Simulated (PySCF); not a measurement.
**[LuF2]+: one run**

[LuF2]+ (singlet in the valence; each metal's 4f electrons, 14 of them, lie in its core potential, out of spins and levels). PySCF 2.14.0, RKS PBE0, Lu lcecp-1-SVP with ECP60, F def2-SVP; non-relativistic Hamiltonian with scalar-relativistic core potentials where named; density fitting; no spin-orbit coupling. The geometry is an unrelaxed template.

```python
mol = gto.M(atom='''
Lu     0.00000     0.00000     0.00000
F      1.85650     0.00000     0.83080
F     -1.85650     0.00000     0.83080''',
    basis={'Lu': 'lcecp-1-SVP', 'F': 'def2-SVP'},
    ecp={'Lu': 'lcecp-1-SVP'},
    charge=1, spin=0)
mf = dft.RKS(mol, xc='PBE0')
mf.grids.atom_grid = (50, 194)  # f atoms: unpruned, at least (60, 302)
mf = mf.density_fit()  # fitting sets: Lu AutoAux, F def2-universal-JKFIT
mf.conv_tol = 1e-08; mf.max_cycle = 55
mf.kernel(dm0)  # dm0: free metal ions and neutral atoms
```

Run from Python with OMP_NUM_THREADS=2; the lines above give its settings. Where DIIS fails, smearing, a level shift and second-order steps follow.
It took 2.8 s on 2 threads of Arm Neoverse N1, with other jobs on the host, peak memory 0.31 GiB.

(1) Where do the frontier levels lie, over both spins?

(2) What does the SCF print?

(3) What are the Mulliken charges and spins?

An lcecp potential fixes the number of 4f electrons, so in runs with it no electron can move into or out of that shell.

Results:

(1) HOMO -15.90 eV, LUMO -9.16 eV. The 4f levels lie in the core potential and are missing.

(2) 
```
init E= -239.005312398413
cycle= 1 E= -238.981238280748  delta_E= 0.0241  |g|=    1  |ddm|= 2.17
cycle= 2 E= -233.376435519372  delta_E=  5.6  |g|= 5.16  |ddm|=  4.9
cycle= 3 E= -239.183020056673  delta_E= -5.81  |g|= 0.209  |ddm|= 4.47
cycle= 4 E= -239.188844344499  delta_E= -0.00582  |g|= 0.0569  |ddm|= 0.177
...
cycle= 7 E= -239.189582210652  delta_E= -4.79e-07  |g|= 9.16e-05  |ddm|= 0.00113
cycle= 8 E= -239.189582212537  delta_E= -1.88e-09  |g|= 1.77e-05  |ddm|= 0.000102
Extra cycle  E= -239.189582212493  delta_E= 4.35e-11  |g|= 2.45e-05  |ddm|= 3.06e-05
converged SCF energy = -239.189582212493
```

(3) 
```csv
atom,charge (e),spin (e)
Lu1,1.730,0.000
F2,-0.365,0.000
F3,-0.365,0.000
```
